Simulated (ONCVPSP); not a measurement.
**Si: ONCV pseudisation with LDA (Perdew-Wang 92), scalar-relativistic reference atom.**

Si, optimised norm-conserving Vanderbilt (ONCV), made with ONCVPSP 4.0.1 (LDA (Perdew-Wang 92), scalar-relativistic). Core [Ne], reference 3s2 3p2. Waves: 3s: rc 1.45 bohr, ncon 4, nbas 8, qcut 4.2 1/bohr, 2 projectors, debl 0.4 Ha; 3p: rc 1.80 bohr, ncon 3, nbas 7, qcut 4.8 1/bohr, 2 projectors, debl 1.6 Ha; d scattering state at 0.18 Ha: rc 1.55 bohr, ncon 4, nbas 8, qcut 6.4 1/bohr, 1 projector. Local part: polynomial inside 1.35 bohr (lpopt 4, dvloc0 3 Ha). Core correction: Teter function, fcfact 3.75, rcfact 1.7.

Calculated quality:

```
Cutoffs needed             : 7.8 Ha and 43 Ha (the cutoffs (Ha) at which the residual kinetic energy of the hardest occupied pseudo-wave falls to 1 and 0.1 mHa per electron)
Ghost test                 : ghosts flagged at negative energy: s at -109.1 eV; no localised positive-energy state flagged; a true bound ghost makes a file unfit for plane-wave use
Largest excitation error   : -190 meV (all-electron minus pseudo) for 3s1 3p0, out of 4 test configurations
rms error of d²Exc/dni dnj : 3.52 mHa without and 1.94 mHa with the model core
```

Generation and tests took about 3.6 s on one core of a shared server CPU.
